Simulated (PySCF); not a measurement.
The isolated species SiH2Me(SiMe3), `[H][Si]([H])(C)[Si](C)(C)C` is ionised with Mg Kα (hν = 1253.6 eV). Calculated photoelectron kinetic energies of its computed core levels, recoil neglected:

```tsv
line	kinetic energy (eV)
1	1148.00
2	1147.83
3	1147.37
4	1147.21
5	963.76
6	963.60
```

Level of theory: PySCF 2.14.0, delta-SCF UKS SCAN, pcX-2 on the ionised atom, pcseg-1 elsewhere, spin-free X2C.

Convert to binding energies and name the level and atom behind each line. Bonds: Si1–C4, Si1–Si8, Si8–C9, Si8–C10, Si8–C11. Hydrogens: H2, H3 on Si1; H5, H6, H7 on C4; H12, H13, H14 on C9; H15, H16, H17 on C10; H18, H19, H20 on C11.

Against the vacuum level, binding energy = hν − kinetic energy.

```json
{"line": "1", "binding energy (eV)": "105.60", "level": "Si 2p3/2", "atoms": "Si8", "environment": "silicon bonded to 3 C and Si"}
{"line": "2", "binding energy (eV)": "105.77", "level": "Si 2p3/2", "atoms": "Si1", "environment": "silicon bonded to C, Si and 2 H"}
{"line": "3", "binding energy (eV)": "106.23", "level": "Si 2p1/2", "atoms": "Si8", "environment": "silicon bonded to 3 C and Si"}
{"line": "4", "binding energy (eV)": "106.39", "level": "Si 2p1/2", "atoms": "Si1", "environment": "silicon bonded to C, Si and 2 H"}
{"line": "5", "binding energy (eV)": "289.84", "level": "C 1s", "atoms": "C9/C10/C11", "environment": "carbon bonded to Si and 3 H"}
{"line": "6", "binding energy (eV)": "290.00", "level": "C 1s", "atoms": "C4", "environment": "carbon bonded to Si and 3 H"}
```

Out of reach at this photon energy: Si 1s (1845.5 and 1845.4 eV).

Where does line 1 move with hν = 1486.6 eV?

To 1486.6 − 105.60 = 1381.00 eV; every photoline shifts by the change in photon energy, +233.0 eV.

The 2 C 1s values lie within 0.16 eV of each other; Gaussian lines of 0.5 eV full width would blend them into one maximum.

Which photon energy gives electrons from Si 2p3/2 of Si1 a kinetic energy of 100 eV, and what is their de Broglie wavelength?

hν = 105.77 + 100 = 205.77 eV, recoil neglected; λ = 12.264 Å/√(E/eV) = 1.23 Å.

Other core shells, valence and Auger electrons aren't listed. One atom of each set of topologically equivalent atoms was ionised and stands for the set; in this conformer not all members are related by symmetry, and their own values weren't computed. Spin–orbit coupling isn't in the SCF: each 2p doublet comes from a relaxed spin-free hole plus a matrix of the shell (mean-field spin–orbit coupling and the ground-state 2p splitting), with 2p3/2 averaged over its two sublevels. 2p1/2 minus 2p3/2 (ligand field included): Si 0.62 eV. Geometry: PBE0-D3(BJ)/def2-SVP; no solvent, vibrations or thermal averaging.

Time: 65 s; peak memory 0.83 GiB. Hardware: an Arm Neoverse V1 with one thread, shared host with 32 logical CPUs at a one-minute load of 13.
